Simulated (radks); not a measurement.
Values are calculated unless marked as measured or tabulated.
Problem. Radial electron density D(r) = 4 pi r^2 rho(r) of an atom or ion with 45.5 electrons. Level of theory: scalar-relativistic Kohn-Sham, PBEsol, spin-polarised, spherical densities, point nucleus (a radial shooting solver on a logarithmic mesh with Libxc functionals).

r (bohr),D(r) (e/bohr),spin D(r)
0.001967,4.673,-0.0000112
0.002236,5.780,-0.0000139
0.002541,7.124,-0.0000171
0.002911,8.855,-0.0000212
0.003309,10.82,-0.0000258
0.003761,13.14,-0.0000313
0.004309,16.05,-0.0000381
0.004897,19.24,-0.0000456
0.00561,23.13,-0.0000546
0.006377,27.26,-0.0000641
0.007247,31.79,-0.0000745
0.008303,36.97,-0.0000862
0.009437,42.04,-0.0000976
0.01073,47.12,-0.000109
0.01229,52.25,-0.000120
0.01397,56.51,-0.000129
0.01587,59.90,-0.000136
0.01819,62.24,-0.000139
0.02067,63.05,-0.000135
0.02349,62.48,-0.000120
0.02691,60.60,-0.0000791
0.03059,58.15,0.00000493
0.03477,55.80,0.000177
0.03983,54.41,0.000549
0.04527,55.03,0.00123
0.05145,58.01,0.00248
0.05895,63.57,0.00485
0.067,70.08,0.00865
0.07676,76.48,0.0152
0.08724,80.01,0.0246
0.09915,79.68,0.0381
0.1136,74.81,0.0572
0.1291,67.43,0.0792
0.1467,60.04,0.103
0.1681,55.37,0.127
0.1911,55.64,0.141
0.2172,59.60,0.142
0.2488,64.35,0.123
0.2828,65.27,0.0875
0.3214,60.25,0.0437
0.3682,49.04,0.00602
0.4185,36.38,-0.000124
0.4756,25.86,0.0386
0.5449,19.94,0.133
0.6193,19.21,0.259
0.7039,20.81,0.389
0.8064,21.96,0.492
0.9166,20.87,0.530
1.05,17.41,0.499
1.193,13.09,0.420
1.356,8.867,0.316
1.554,5.270,0.206
1.766,2.924,0.122
2.007,1.465,0.0635
2.3,0.6219,0.0271
2.614,0.2429,0.0103
2.971,0.08124,0.00329
3.404,0.02066,0.000772
3.869,0.004530,0.000153

What is the nuclear charge?

Solution. Z = 49. The innermost maximum, from 1s, lies near gamma/Z bohr with gamma = sqrt(1 - (Z/c)^2) = 0.934, here 0.0191 bohr (found: 0.0208), and its height grows with Z. The density is that of the indium ion In3.5+ in [Kr] 4d(up 5, down 4.5); the configuration itself is not fixed sharply by these data, and Z only to a few units. D(r) has 4 maxima, at r = 0.0208, 0.0923, 0.272, 0.813 bohr, and minima at 0.0411, 0.178, 0.595 bohr, inside which lie 2.01, 11.17, 29.01 electrons.
